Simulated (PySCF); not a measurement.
Atoms are numbered as in `[CH:1]#[C:2]/[C:3]([SiH3:4])=[CH:5]/[CH3:6]`. Each H is labelled by its parent atom.

Geometry: PBE0-D3(BJ)/def2-SVP; GIAO shifts from PySCF, gas phase, non-relativistic, averaged over equivalent atoms.

At PBE0/6-31G (74 basis functions, 7.8 s wall time on 1 thread of an Arm Neoverse V1, shared host):
```tsv
atoms	δ (ppm)
C5	150.3
C3	111.9
C2	82.2
C1	80.5
C6	22.2
Si4	-44.3
H(C5)	7.18
H(Si4)	4.16
H(C1)	3.24
H(C6)	1.99
```

Referencing at the same level of theory: ¹³C (σ = 199.54 ppm), ²⁹Si (σ = 444.75 ppm), ¹H (σ = 32.61 ppm) against TMS.

What do these become at PBE0/pcSseg-1?

Answers


| atoms | δ at PBE0/pcSseg-1 | change |
| --- | --- | --- |
| C5 | 165.0 | +14.7 |
| C3 | 118.4 | +6.5 |
| C2 | 88.5 | +6.3 |
| C1 | 88.5 | +8.0 |
| C6 | 22.5 | +0.3 |
| Si4 | -71.7 | -27.4 |
| H(C5) | 7.01 | -0.17 |
| H(Si4) | 4.30 | +0.14 |
| H(C1) | 3.22 | -0.02 |
| H(C6) | 1.97 | -0.02 |

Chemical shifts δ = σref − σ; ¹³C (σref 184.41), ²⁹Si (σref 351.99), ¹H (σref 31.27) vs TMS, all at this level.

The largest change is at Si4 (silicon bonded to C, 3 H). Cost: 149 basis functions, 13 s wall time on 1 thread of an Arm Neoverse V1, shared host. The order of the carbon signals changes between the two levels.
